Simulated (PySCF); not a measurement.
**[BiF2]+ at several levels of theory**

Computed with PySCF 2.14.0 (density fitting, no spin-orbit coupling) at the geometry relaxed with PBE0:

```xyz
3
[BiF2]+ (singlet)
Bi    0.0000    0.0000   -0.4756
F     1.4602    0.0000    0.8539
F    -1.4602    0.0000    0.8539
```

| level | basis | state | HOMO (eV) | gap (eV) | charge on Bi1 (e) | dipole about the centre of mass (D) | largest force component (eV/Å) |
| --- | --- | --- | --- | --- | --- | --- | --- |
| PBE0 | Bi def2-SVP with ECP60, F def2-SVP | singlet | -16.89 | 6.11 | 1.69 | 4.40 | 0.05 |
| B3LYP | the same | singlet | -16.61 | 5.56 | 1.66 | 4.27 | 0.33 |
| wB97X | the same | singlet | -19.15 | 10.45 | 1.71 | 4.54 | 0.27 |
| TPSS | the same | singlet | -15.29 | 3.96 | 1.59 | 3.93 | 0.70 |
| r2SCAN | the same | singlet | -15.64 | 4.24 | 1.66 | 4.16 | 0.27 |
| PBE0 | Bi def2-TZVP with ECP60, F def2-TZVP | singlet | -17.08 | 6.26 | 1.69 | 4.39 | 1.46 |

Charges are Mulliken's, which hang on the basis. The relaxation used the grid (50, 194), these runs (75, 302) or, all-electron (x2c bases, spin-free X2C Hamiltonian), (99, 590).

Q: What does PBE0 with Bi x2c-SVPall, F x2c-SVPall give here?

A: state singlet, HOMO (eV) -16.91, gap (eV) 6.11, charge on Bi1 (e) 1.73, dipole about the centre of mass (D) 4.38, largest force component (eV/Å) 0.50. Time: 11 s on 2 threads of Arm Neoverse V1, with other jobs on the host, from free ions and atoms.

In the first row's basis the gap widens with exact exchange: 4.0 to 4.2 eV for TPSS, r2SCAN (none); 5.6 to 6.1 eV for B3LYP, PBE0 (a fixed share); 10.5 eV for wB97X (rising or full at long range).
